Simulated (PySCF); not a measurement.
## Molecular orbitals of TlB

r²SCAN at R = 2.489 Å; Tl def2-SVPD with ECP60, B def2-SVPD; scalar-relativistic core potentials (PySCF 2.14). State: ³Π (triplet), unpaired electrons σ ↑, π ↑. Only the outer orbitals are listed, counted within each symmetry, core potentials removing the inner ones.

```json
{"spin": "α", "orbital": "5σ", "occ.": "1", "ε (eV)": "-11.39", "on Tl (%)": "61", "main shells (%)": "58 Tl s, 35 B s"}
{"spin": "α", "orbital": "6σ", "occ.": "1", "ε (eV)": "-8.43", "on Tl (%)": "41", "main shells (%)": "55 B s, 34 Tl s"}
{"spin": "α", "orbital": "7σ", "occ.": "1", "ε (eV)": "-4.37", "on Tl (%)": "39", "main shells (%)": "58 B p, 34 Tl p"}
{"spin": "α", "orbital": "3π", "occ.": "1", "ε (eV)": "-4.28", "on Tl (%)": "29", "main shells (%)": "71 B p, 27 Tl p"}
{"spin": "α", "orbital": "3π", "occ.": "0", "ε (eV)": "-3.46", "on Tl (%)": "44", "main shells (%)": "56 B p, 43 Tl p"}
{"spin": "α", "orbital": "4π", "occ.": "0", "ε (eV)": "-1.82", "on Tl (%)": "72", "main shells (%)": "69 Tl p, 25 B p"}
{"spin": "α", "orbital": "4π", "occ.": "0", "ε (eV)": "-1.37", "on Tl (%)": "59", "main shells (%)": "54 Tl p, 39 B p"}
{"spin": "β", "orbital": "5σ", "occ.": "1", "ε (eV)": "-10.50", "on Tl (%)": "73", "main shells (%)": "73 Tl s, 23 B s"}
{"spin": "β", "orbital": "6σ", "occ.": "1", "ε (eV)": "-6.90", "on Tl (%)": "33", "main shells (%)": "67 B s, 23 Tl s, 9 Tl p"}
{"spin": "β", "orbital": "3π", "occ.": "0", "ε (eV)": "-3.10", "on Tl (%)": "45", "main shells (%)": "54 B p, 44 Tl p"}
{"spin": "β", "orbital": "3π", "occ.": "0", "ε (eV)": "-2.37", "on Tl (%)": "68", "main shells (%)": "67 Tl p, 31 B p"}
{"spin": "β", "orbital": "7σ", "occ.": "0", "ε (eV)": "-2.12", "on Tl (%)": "42", "main shells (%)": "45 B p, 40 Tl p, 13 B s"}
```

**Question.** Which are the highest filled and the lowest empty level, where do they sit, and how wide is the gap?

**Answer.** Highest filled α 3π at -4.28 eV (in %: 71 B p, 27 Tl p); lowest empty α 3π at -3.46 eV (in %: 56 B p, 43 Tl p); the gap at r²SCAN is 0.82 eV. Both belong to one degenerate shell, split only by its one-sided filling, so this is no excitation gap.

```
bond order (Mayer)                              : 1.07
⟨S²⟩                                            : 2.009
charge on Tl (Mulliken, basis-dependent)        : 0.28
charge on Tl (Löwdin, basis-dependent)          : 0.27
dipole moment (positive dipole means Tl(−)B(+)) : -2.20 D
```

Spin–orbit coupling is left out, which matters for elements this heavy, above all for dissociation energies. The state is the lowest determinant that a PBE0 search found; another state may lie lower at other levels.
